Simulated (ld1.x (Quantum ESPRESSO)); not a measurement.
An all-electron radial function and its pseudo partner (aluminium)

Columns: radius, all-electron u(r) and pseudo u(r) of the 3s shell (level -7.69 eV) of aluminium in the configuration [Ne] 3s2 3p1; PBEsol, non-relativistic, ultrasoft scheme, ld1.x (Quantum ESPRESSO) 7.5.

```json
{"r (bohr)": "0.163", "all-electron": "-0.0015", "pseudo": "0.0907"}
{"r (bohr)": "0.325", "all-electron": "-0.2577", "pseudo": "0.1789"}
{"r (bohr)": "0.488", "all-electron": "-0.2804", "pseudo": "0.2640"}
{"r (bohr)": "0.650", "all-electron": "-0.1604", "pseudo": "0.3432"}
{"r (bohr)": "0.813", "all-electron": "0.0108", "pseudo": "0.4162"}
{"r (bohr)": "0.975", "all-electron": "0.1813", "pseudo": "0.4808"}
{"r (bohr)": "1.138", "all-electron": "0.3307", "pseudo": "0.5371"}
{"r (bohr)": "1.300", "all-electron": "0.4502", "pseudo": "0.5837"}
{"r (bohr)": "1.463", "all-electron": "0.5411", "pseudo": "0.6210"}
{"r (bohr)": "1.625", "all-electron": "0.6053", "pseudo": "0.6484"}
{"r (bohr)": "1.788", "all-electron": "0.6466", "pseudo": "0.6664"}
{"r (bohr)": "1.950", "all-electron": "0.6679", "pseudo": "0.6750"}
{"r (bohr)": "2.113", "all-electron": "0.6731", "pseudo": "0.6746"}
{"r (bohr)": "2.275", "all-electron": "0.6655", "pseudo": "0.6655"}
{"r (bohr)": "2.438", "all-electron": "0.6479", "pseudo": "0.6479"}
{"r (bohr)": "2.600", "all-electron": "0.6232", "pseudo": "0.6232"}
{"r (bohr)": "2.763", "all-electron": "0.5933", "pseudo": "0.5933"}
{"r (bohr)": "2.925", "all-electron": "0.5603", "pseudo": "0.5603"}
{"r (bohr)": "3.088", "all-electron": "0.5251", "pseudo": "0.5251"}
{"r (bohr)": "3.250", "all-electron": "0.4894", "pseudo": "0.4894"}
{"r (bohr)": "3.413", "all-electron": "0.4534", "pseudo": "0.4534"}
{"r (bohr)": "3.575", "all-electron": "0.4184", "pseudo": "0.4184"}
{"r (bohr)": "3.738", "all-electron": "0.3844", "pseudo": "0.3844"}
{"r (bohr)": "3.900", "all-electron": "0.3520", "pseudo": "0.3520"}
{"r (bohr)": "4.063", "all-electron": "0.3212", "pseudo": "0.3212"}
{"r (bohr)": "4.225", "all-electron": "0.2925", "pseudo": "0.2925"}
```

(1) How many radial nodes do the two functions have?

(2) At about which radius was the pseudo-wave matched?

(3) Where does each function peak?

(4) Is the pseudo-wave norm-conserving?

Results:

(1) The all-electron 3s function has n − l − 1 = 2 (the table is too coarse to show those close to the nucleus); the pseudo-wave has 0, since the states of the same l below it are removed with the core.

(2) 2.35 bohr, where the columns begin to agree (steps of 0.16 bohr).

(3) Outermost all-electron maximum near 2.11 bohr, pseudo maximum near 1.95 bohr (to the table’s step).

(4) No, it belongs to an ultrasoft set: the norm inside the radius is not constrained, and the difference is carried by the augmentation charge.
